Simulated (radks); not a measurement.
The numbers below are computed, except where a source is named.
Species: Hf2+. Configuration: [Xe] 4f14 5d2. Level of theory: Dirac Kohn-Sham, PBE, spin-unpolarised, spherical densities, point nucleus; open shells fill j = l - 1/2 first (a radial shooting solver on a logarithmic mesh with Libxc functionals).

Spin-orbit splittings of the eigenvalues, e(l+1/2) - e(l-1/2), with zeta = 2 splitting/(2l+1) and mean radii in bohr:

| shell | occ. | splitting (eV) | zeta (eV) | <r> j=l-1/2 | <r> j=l+1/2 |
|---|---|---|---|---|---|
| 2p | 6 | 1192 | 794.6 | 0.06612 | 0.07385 |
| 3p | 6 | 255.4 | 170.3 | 0.1981 | 0.2125 |
| 3d | 10 | 55.70 | 22.28 | 0.1863 | 0.1908 |
| 4p | 6 | 58.45 | 38.97 | 0.4746 | 0.5075 |
| 4d | 10 | 10.70 | 4.281 | 0.5285 | 0.5400 |
| 4f | 14 | ? | ? | 0.6702 | 0.6829 |
| 5p | 6 | 7.772 | 5.181 | 1.265 | 1.373 |
| 5d | 2 | 0.5721 | 0.2288 | 2.089 | 2.151 |
| 6p | 0 | 0.8673 | 0.5782 | 3.606 | 3.836 |

Estimate the 4f splitting.

Answer. 1.744 eV (zeta = 0.4984 eV).
